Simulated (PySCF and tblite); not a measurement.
Values are calculated unless marked as measured or tabulated.
Stationary points of C3H9NSi at PBE0-D3(BJ)/def2-SVP, in Å:

Structure A

```
 1 C    -0.937   -0.815    0.378
 2 C    -1.222    0.593   -0.167
 3 Si    0.524    1.306   -0.386
 4 C     1.384   -0.340    0.032
 5 N     0.300   -1.276   -0.226
 6 H    -1.748   -1.521    0.133
 7 H    -0.882   -0.764    1.490
 8 H    -1.715    0.532   -1.150
 9 H    -1.871    1.178    0.501
10 H     0.798    1.781   -1.777
11 H     0.870    2.409    0.565
12 H     2.255   -0.557   -0.606
13 H     1.737   -0.327    1.088
14 H     0.529   -2.225    0.058
```

Structure B

```
 1 C    -0.959   -0.792    0.486
 2 C    -1.217    0.567   -0.201
 3 Si    0.525    1.302   -0.340
 4 C     1.419   -0.345    0.065
 5 N     0.332   -1.286    0.102
 6 H    -1.728   -1.535    0.221
 7 H    -1.042   -0.648    1.587
 8 H    -1.613    0.413   -1.218
 9 H    -1.935    1.193    0.349
10 H     0.832    1.822   -1.709
11 H     0.814    2.393    0.646
12 H     2.151   -0.604   -0.718
13 H     1.988   -0.270    1.018
14 H     0.433   -2.209   -0.286
```

Structure C

```
 1 C    -0.914   -0.819    0.521
 2 C    -1.202    0.531   -0.180
 3 Si    0.537    1.266   -0.389
 4 C     1.400   -0.359    0.158
 5 N     0.358   -1.385    0.105
 6 H    -1.713   -1.556    0.347
 7 H    -0.875   -0.655    1.613
 8 H    -1.654    0.362   -1.172
 9 H    -1.896    1.167    0.389
10 H     0.832    1.655   -1.804
11 H     0.817    2.445    0.491
12 H     2.267   -0.654   -0.451
13 H     1.767   -0.259    1.195
14 H     0.275   -1.738   -0.846
```

Geometries: PBE0-D3(BJ)/def2-SVP; energies: PBE0/pcSseg-1 + D3(BJ); zero-point and thermal terms from GFN2-xTB harmonic modes (soft modes blended into free rotors).

Task: Which structure is a saddle point, and along which motion?

Result: B: one imaginary mode (657i cm⁻¹ at GFN2-xTB, mostly on H14, N5), along the pyramidal inversion at N5.

Task: Give their symmetry and energies above the lowest.

Result: A C1, 0.0 kcal/mol; B C1, 4.9 kcal/mol; C C1, 0.8 kcal/mol.
